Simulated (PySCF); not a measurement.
H₂MoO₄, charge -1, doublet, at a GFN2-xTB geometry (such geometries of metal compounds can be far from the true shape) (the multiplicity is a formal guess) (core potentials on Mo); DF-HF/def2-SVP (PySCF).

Here is a job for PySCF.
```python
from pyscf import gto, scf

mol = gto.Mole()
mol.atom = '''
    Mo    0.15149038    0.00251158    0.01859891
    O     1.26724167   -0.16632926   -1.20631608
    O     0.93177013    0.20278703    1.47629510
    O    -1.24429305   -0.98285415   -0.93786295
    H    -0.91723910   -1.36587719   -1.75472871
    O    -1.46557986    0.93792672    0.60516404
    H    -1.35846784    1.32814787    1.47533361
'''
mol.basis = 'def2-svp'
mol.ecp = {'Mo': 'def2-svp'}
mol.charge = -1
mol.spin = 1
mol.verbose = 4
mol.build()

mf = scf.UHF(mol)
mf.level_shift = 0.3
mf.max_cycle = 100
mf = mf.density_fit(auxbasis='def2-universal-jkfit')
mf.kernel()
```

It wrote (shortened):

```
PySCF version 2.14.0

[INPUT] verbose = 4
[INPUT] num. atoms = 7
[INPUT] num. electrons = 49
[INPUT] charge = -1
[INPUT] spin (= nelec alpha-beta = 2S) = 1
[INPUT] symmetry False subgroup None
[INPUT] Mole.unit = angstrom
[INPUT] Symbol           X                Y                Z      unit          X                Y                Z       unit  Magmom
[INPUT]  1 Mo     0.151490380000   0.002511580000   0.018598910000 AA    0.286275328706   0.004746198340   0.035146846115 Bohr   0.0
[INPUT]  2 O      1.267241670000  -0.166329260000  -1.206316080000 AA    2.394739689936  -0.314316747902  -2.279607010859 Bohr   0.0
[INPUT]  3 O      0.931770130000   0.202787030000   1.476295100000 AA    1.760790356750   0.383211948314   2.789793418037 Bohr   0.0
[INPUT]  4 O     -1.244293050000  -0.982854150000  -0.937862950000 AA   -2.351373083200  -1.857325163892  -1.772304117877 Bohr   0.0
[INPUT]  5 H     -0.917239100000  -1.365877190000  -1.754728710000 AA   -1.733330689743  -2.581133808891  -3.315956684811 Bohr   0.0
[INPUT]  6 O     -1.465579860000   0.937926720000   0.605164040000 AA   -2.769544549078   1.772424625712   1.143594296035 Bohr   0.0
[INPUT]  7 H     -1.358467840000   1.328147870000   1.475333610000 AA   -2.567132166629   2.509835727224   2.787976465266 Bohr   0.0

nuclear repulsion = 225.772059138619
number of shells = 41
number of NR pGTOs = 167
number of NR cGTOs = 97
basis = def2-svp
ecp = {'Mo': 'def2-svp'}

******** <class 'pyscf.df.df_jk.DFUHF'> ********
method = DFUHF
initial guess = minao
damping factor = 0
level_shift factor = 0.3
DIIS = <class 'pyscf.scf.diis.CDIIS'>
diis_start_cycle = 1
diis_space = 8
diis_damp = 0
SCF conv_tol = 1e-09
SCF conv_tol_grad = None
SCF max_cycles = 100
direct_scf = False
number electrons alpha = 25  beta = 24
Set gradient conv threshold to 3.16228e-05
******** <class 'pyscf.df.df.DF'> ********
auxbasis = def2-universal-jkfit
init E= -359.396878686641

cycle= 1 E= -367.634313060087  delta_E= -8.24  |g|=    1  |ddm|= 2.55
cycle= 2 E= -367.870948412155  delta_E= -0.237  |g|= 0.474  |ddm|= 0.976
cycle= 3 E= -367.957945200083  delta_E= -0.087  |g|= 0.0783  |ddm|= 0.336
cycle= 4 E= -367.961929019339  delta_E= -0.00398  |g|= 0.0336  |ddm|= 0.115
cycle= 5 E= -367.963116713384  delta_E= -0.00119  |g|= 0.0166  |ddm|= 0.06
cycle= 6 E= -367.963599015156  delta_E= -0.000482  |g|= 0.0107  |ddm|= 0.0366
cycle= 7 E= -367.963900445806  delta_E= -0.000301  |g|= 0.00819  |ddm|= 0.0279
cycle= 8 E= -367.9641917518  delta_E= -0.000291  |g|= 0.00599  |ddm|= 0.031
cycle= 9 E= -367.964410806487  delta_E= -0.000219  |g|= 0.00444  |ddm|= 0.03
cycle= 10 E= -367.964540775379  delta_E= -0.00013  |g|= 0.00332  |ddm|= 0.0242
cycle= 11 E= -367.964623221824  delta_E= -8.24e-05  |g|= 0.00242  |ddm|= 0.0228
cycle= 12 E= -367.964650279857  delta_E= -2.71e-05  |g|= 0.00163  |ddm|= 0.0114
cycle= 13 E= -367.964665225936  delta_E= -1.49e-05  |g|= 0.00111  |ddm|= 0.0105
cycle= 14 E= -367.964669689752  delta_E= -4.46e-06  |g|= 0.000674  |ddm|= 0.00596
cycle= 15 E= -367.964670698965  delta_E= -1.01e-06  |g|= 0.000355  |ddm|= 0.0026
cycle= 16 E= -367.96467096962  delta_E= -2.71e-07  |g|= 0.000189  |ddm|= 0.00126
cycle= 17 E= -367.964671039646  delta_E= -7e-08  |g|= 9.06e-05  |ddm|= 0.000591
cycle= 18 E= -367.964671057263  delta_E= -1.76e-08  |g|= 4.43e-05  |ddm|= 0.000255
cycle= 19 E= -367.964671062571  delta_E= -5.31e-09  |g|= 2.66e-05  |ddm|= 0.000149
cycle= 20 E= -367.9646710645  delta_E= -1.93e-09  |g|= 1.54e-05  |ddm|= 8.22e-05
cycle= 21 E= -367.96467106523  delta_E= -7.3e-10  |g|= 8.4e-06  |ddm|= 5.2e-05
Extra cycle  E= -367.964671065393  delta_E= -1.63e-10  |g|= 6.3e-06  |ddm|= 2.16e-05
converged SCF energy = -367.964671065393  <S^2> = 0.79113429  2S+1 = 2.0407198
```
